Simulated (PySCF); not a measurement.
First SCF of a structure search on sextet CoO(OH)₂, at a hand-made trigonal planar (heavy-atom frame) geometry. PySCF input:

```python
from pyscf import gto, scf, dft
mol = gto.M(atom='''
Co     0.000000     0.000000     0.000000
O      1.600000     0.000000     0.000000
O     -0.870000     1.506900     0.000000
O     -0.870000    -1.506900     0.000000
H     -0.541700     2.409000     0.000000
H     -1.815400    -1.673600     0.000000''',
    basis={'Co': 'def2-TZVP', 'O': 'def2-TZVP', 'H': 'def2-TZVP'},
    charge=0, spin=5)
mf = dft.UKS(mol, xc='PBE0')
mf.grids.atom_grid = (50, 194)
aux = {'Co': 'def2-universal-JKFIT', 'O': 'def2-universal-JKFIT', 'H': 'def2-universal-JKFIT'}
mf = mf.density_fit(auxbasis=aux)
mf.conv_tol = 1e-08
mf.diis_space = 10
mf.max_cycle = 60
mf.init_guess = 'minao'
mf.verbose = 4
mf.kernel()
```

Excerpt of the output (cycles alone):

```
init E= -1608.24565419738
cycle= 1 E= -1591.63550470682  delta_E= 16.6  |g|= 5.71  |ddm|= 14.9
cycle= 2 E= -1519.86503502938  delta_E= 71.8  |g|= 16.5  |ddm|= 19.1
cycle= 3 E= -1576.90067740896  delta_E=  -57  |g|= 11.4  |ddm|= 7.91
cycle= 4 E= -1587.66504908958  delta_E= -10.8  |g|=  9.4  |ddm|= 2.66
cycle= 5 E= -1590.42933684463  delta_E= -2.76  |g|=    8  |ddm|= 3.88
cycle= 6 E= -1597.20710894414  delta_E= -6.78  |g|= 6.64  |ddm|= 3.86
cycle= 7 E= -1599.19181225935  delta_E= -1.98  |g|= 5.67  |ddm|= 2.41
cycle= 8 E= -1604.5850003116  delta_E= -5.39  |g|= 4.14  |ddm|= 2.62
cycle= 9 E= -1605.11250870213  delta_E= -0.528  |g|= 3.67  |ddm|= 1.12
cycle= 10 E= -1605.78696131423  delta_E= -0.674  |g|= 3.35  |ddm|= 1.28
cycle= 11 E= -1607.68683716455  delta_E= -1.9  |g|= 2.28  |ddm|= 1.17
cycle= 12 E= -1600.51657497752  delta_E= 7.17  |g|= 4.82  |ddm|= 5.97
cycle= 13 E= -1608.6391011844  delta_E= -8.12  |g|= 1.46  |ddm|= 5.92
cycle= 14 E= -1609.02151985815  delta_E= -0.382  |g|= 0.835  |ddm|= 0.347
cycle= 15 E= -1609.0581356816  delta_E= -0.0366  |g|= 0.729  |ddm|= 0.283
cycle= 16 E= -1609.19038601854  delta_E= -0.132  |g|= 0.205  |ddm|= 0.287
cycle= 17 E= -1609.20783522885  delta_E= -0.0174  |g|= 0.0439  |ddm|= 0.131
cycle= 18 E= -1609.21016661431  delta_E= -0.00233  |g|= 0.0463  |ddm|= 0.0759
cycle= 19 E= -1609.21151565913  delta_E= -0.00135  |g|= 0.0382  |ddm|= 0.0416
cycle= 20 E= -1609.21335674601  delta_E= -0.00184  |g|= 0.0231  |ddm|= 0.0692
cycle= 21 E= -1609.21470192932  delta_E= -0.00135  |g|= 0.0257  |ddm|= 0.104
cycle= 22 E= -1609.21472139639  delta_E= -1.95e-05  |g|= 0.00731  |ddm|= 0.0248
cycle= 23 E= -1609.21504867799  delta_E= -0.000327  |g|= 0.00271  |ddm|= 0.0514
cycle= 24 E= -1609.21506602998  delta_E= -1.74e-05  |g|= 0.00221  |ddm|= 0.00797
cycle= 25 E= -1609.21507215773  delta_E= -6.13e-06  |g|= 0.000922  |ddm|= 0.00576
cycle= 26 E= -1609.21507296335  delta_E= -8.06e-07  |g|= 0.000822  |ddm|= 0.00185
cycle= 27 E= -1609.21507328871  delta_E= -3.25e-07  |g|= 0.00036  |ddm|= 0.00104
cycle= 28 E= -1609.21507334024  delta_E= -5.15e-08  |g|= 8.27e-05  |ddm|= 0.000555
cycle= 29 E= -1609.21507334549  delta_E= -5.25e-09  |g|= 4.01e-05  |ddm|= 0.000116
Extra cycle  E= -1609.21507334065  delta_E= 4.84e-09  |g|= 0.000157  |ddm|= 7.54e-05
converged SCF energy = -1609.21507334065  <S^2> = 8.7757195  2S+1 = 6.0085671
```

No lower solution of this spin was found from smeared starts or by a stability analysis within the unrestricted form.

Other spin states or occupations of the open shell can lie lower.

The search for the lowest solution, 3 starts and the stability check together, took 41 s on 4 threads of a shared Arm Neoverse V1 host, with 150 basis functions; the process peaked at 0.82 GiB.
